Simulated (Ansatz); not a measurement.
Reaction (formal exchange of groups at a Ga–O bond): 2 `[OH][GaH2]` → `[GaH2][GaH2]` + hydrogen peroxide

Isolated molecules relaxed with PBE0-D4/def2-TZVP in Ansatz; ΔE leaves out vibrations. CBS: MP2 limit from def2 TZ/QZ plus the TZ coupled-cluster correction, frozen cores. This one scheme is used for every species. Functionals use def2-TZVPP. HSE06 is defined as in plane-wave codes. For Ga outer-core shells are correlated without core-valence functions, which leaves a few kJ/mol of doubt a bond. Scalar relativity is left out up to krypton.

Problem. Is it downhill or uphill in electronic energy at CCSD(T)/CBS, and by how much? (An estimate is asked.)

Solution. Ansatz gave: Uphill: ΔE = +107.2 kcal/mol.

Problem. What do these levels give: PBE0-D4, r2SCANh-D4, r2SCAN0-D4, PBE-QIDH, revPBE, r2SCAN0, HSE06, CCSD/def2-SVP, CCSD(T)/def2-SVP, HF/def2-TZVPP, SCS-MP2/def2-TZVPP, CCSD/def2-TZVPP? (An estimate is asked.)

Solution. Computed: PBE0-D4 100.4, r2SCANh-D4 105.0, r2SCAN0-D4 105.7, PBE-QIDH 107.9, revPBE 96.7, r2SCAN0 105.7, HSE06 100.5, CCSD/def2-SVP 105.7, CCSD(T)/def2-SVP 105.1, HF/def2-TZVPP 110.0, SCS-MP2/def2-TZVPP 111.3, CCSD/def2-TZVPP 106.9 kcal/mol.

Problem. What do rigid-rotor, harmonic-oscillator terms from PBE0-D4/def2-TZVP frequencies (298.15 K, 1 bar) make of the CCSD(T)/CBS value? (Estimate.)

Solution. Computed: ΔZPE = -0.5 kcal/mol, ΔH = +107.3 kcal/mol, ΔS = -3 J/(mol·K), ΔG = +107.5 kcal/mol.

Largest T1 diagnostic among the species: 0.015.

At CCSD(T), def2-SVP lies −2.0 kcal/mol from the extrapolated value and def2-TZVPP −0.6 kcal/mol. From BLYP to BHLYP (50 % exact exchange), in def2-TZVPP and without D4, ΔE moves by +6.4 kcal/mol.
